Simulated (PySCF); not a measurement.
**Kr⁺: interval between two levels**

Kr⁺ [Ar] 3d10 4s2 4p5 [2P3/2, M_J = 3/2] → Kr⁺ [Ar] 3d10 4s2 4p4 5s1 [4P5/2, M_J = 5/2], as a difference of total energies. All numbers are calculated (PySCF 2.14, the two-component X2C-1e Hamiltonian, in x2c-TZVPall-2c with one added diffuse shell each of s, p, d type (7s8p5d1f, 63 functions)). Correlated levels: [Ne] frozen. "Screened" scales the spin-orbit matrix elements by Boettger's factors to mimic the two-electron term; Breit and QED terms are absent.

| method | interval between two levels (cm⁻¹) |
| --- | --- |
| GHF (spin-free) | 110390 |
| GMP2 (spin-free) | 113300 |
| GHF (screened spin-orbit) | 109800 |
| GMP2 (screened spin-orbit) | 112760 |

The spin-free rows relax to the high-spin LS determinant and lack the spin-orbit shift.

Errors of the correlated levels include the incompleteness of this basis and the frozen core.

The labels give the starting determinants; with spin-orbit coupling the two ends relaxed to ⟨J²⟩ = 3.76, ⟨L²⟩ = 2.01, ⟨S²⟩ = 0.76 and ⟨J²⟩ = 8.82, ⟨L²⟩ = 2.18, ⟨S²⟩ = 3.67.

Q: Which method comes closest to the reference value, and which is furthest?

A: The reference is 112830 cm⁻¹ (measured; NIST Handbook of Basic Atomic Spectroscopic Data (Sansonetti and Martin, J. Phys. Chem. Ref. Data 34, 1559 (2005))). Closest: GMP2 (screened spin-orbit) (error -69.896 cm⁻¹); furthest: GHF (screened spin-orbit) (error -3032.0 cm⁻¹).
